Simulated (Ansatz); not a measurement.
Basis sets compared for AlB₁₂⁻. The state is a singlet with charge -1. Geometry PBE-D4/def2-SVP. Ansatz on 4 threads of Arm Neoverse V1 on a shared host; times are rough, and most runs start from earlier orbitals.

```
atom    x (Å)    y (Å)    z (Å)
 Al1   2.6967   0.1837   0.6989
  B2  -1.0087  -0.0702  -0.2617
  B3   2.2165   1.6253  -0.5722
  B4  -2.7204  -0.1844  -0.7031
  B5  -0.9486  -1.6467   0.9958
  B6  -1.9774   0.9852  -1.3940
  B7   0.7240   0.7375  -0.3487
  B8   0.5523  -0.6485   0.6812
  B9  -2.2619  -1.2715   0.2997
 B10   0.4609  -1.9845   1.6943
 B11   1.8507  -1.3484   1.6261
 B12   0.9661   2.0784  -1.3290
 B13  -0.5501   1.5442  -1.3872
```

The restricted singlet is unstable towards broken spin symmetry in Hartree–Fock (as tested in another run); at PBE-D4/def2-SVPD, PBE-D4/def2-TZVPD, PBE0-D4/def2-SVPD, PBE0-D4/def2-TZVPD this wasn't settled. At PBE0-D4/def2-TZVPD a triplet of charge -1 lies 0.10 eV below the restricted singlet, each at its own geometry. The structure comes from a short search, and lower isomers may exist.

| level | functions | energy (Eh) | HOMO (eV) | LUMO (eV) | wall time |
| --- | --- | --- | --- | --- | --- |
| PBE-D4/def2-SVPD | 264 | -539.6426 | -0.42 | -0.12 | 7 s |
| PBE0-D4/def2-SVPD | 264 | -539.6952 | -0.97 | 0.50 | 10 s |

(1) Estimate the rows for PBE-D4/def2-TZVPD, PBE0-D4/def2-TZVPD.

Results:

(1) 
```
             level  functions  energy (Eh)  HOMO (eV)  LUMO (eV)  wall time
 PBE-D4/def2-TZVPD        486    -540.0166      -0.41      -0.11       16 s
PBE0-D4/def2-TZVPD        486    -540.0674      -0.96       0.51    2.4 min
```
